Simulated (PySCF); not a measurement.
Species: C7H10OSi.
SMILES with atom numbers: `[CH2:1]=[CH:2][O:3][C:4]1=[CH:5][C:6](=[CH2:7])[SiH2:8][CH2:9]1`

Structure used (GFN2-xTB), in Å, numbered top down from 1:
```
atom  x, y, z in Å
C1     2.6440    0.8890   -2.7451
C2     1.5286    0.7064   -2.0565
O3     1.3764   -0.3519   -1.2187
C4     0.3739   -0.3676   -0.2976
C5    -0.3410    0.6739    0.1514
C6    -1.3584    0.3914    1.1461
C7    -2.1391    1.3290    1.6845
Si8   -1.3303   -1.4650    1.4964
C9     0.1060   -1.7313    0.2690
H10    3.4836    0.2269   -2.6345
H11    2.7327    1.7015   -3.4404
H12    0.6726    1.3638   -2.1575
H13   -0.1863    1.6923   -0.1712
H14   -2.0637    2.3695    1.4057
H15   -2.8816    1.0876    2.4255
H16   -2.5494   -2.1667    1.0833
H17   -0.9668   -1.8085    2.8735
H18    1.0155   -2.1096    0.7361
H19   -0.1265   -2.4216   -0.5423
```

Probes without a nucleus sit at each ring's centroid and 1 Å off its mean plane on both sides; NICS is minus the shielding there, NICSzz its component along the normal. Level: GIAO PBE0/pcSseg-1 (PySCF, non-relativistic, gas phase) on the GFN2-xTB geometry, one conformer.

Ring bond lengths (Å), with Mayer bond orders in brackets: C4–C5 1.341 (1.69), C5–C6 1.451 (1.09), C6–Si8 1.889 (0.86), Si8–C9 1.908 (0.89), C9–C4 1.501 (1.06).

Question: Give the NICS values of each ring in ppm.

Answer: 
| ring | type | NICS(0) | NICS(1), two faces | NICS(1)zz, two faces | rms pucker (Å) | centre to ring atoms, mean (Å) |
| --- | --- | --- | --- | --- | --- | --- |
| C4–C5–C6–Si8–C9 | 5-membered ring with Si; formal bonds 1 double, 4 single | -1.8 | -2.7 / -2.6 | 0.1 / -0.1 | 0.01 | 1.37 |

Question: What do they say, and how far can they be read as aromaticity?

Answer: 
- C4–C5–C6–Si8–C9: mean NICS(1)zz 0.0 ppm, near zero. Si8, C9 have four or more neighbours, and the NICS criterion for π rings isn't applied.

Question: At the first NICS(1) probe listed for ring C4–C5–C6–Si8–C9, 1 Å off the ring, how large is the induced field along the normal in 7.05 T applied along it?

Answer: NICSzz × B0 = 0.1 ppm × 7.05 T = 1 μT, along the applied field.

Question: What are the shieldings of the ring atoms and their hydrogens in the same run (means over atoms taken as equivalent)?

Answer: 
| atoms | environment | σ isotropic (ppm) |
| --- | --- | --- |
| C4 | vinylic carbon bearing oxygen | 14.9 |
| C5 | alkene CH carbon | 69.3 |
| C6 | fully substituted alkene carbon | 36.6 |
| Si8 | SiH2 silicon | 398.7 |
| C9 | sp3 carbon bound to silicon | 169.1 |
| H13 | vinylic hydrogen | 25.95 |
| H16 (×2) | Si–H hydrogen | 27.15 |
| H18 (×2) | methylene hydrogen | 29.74 |
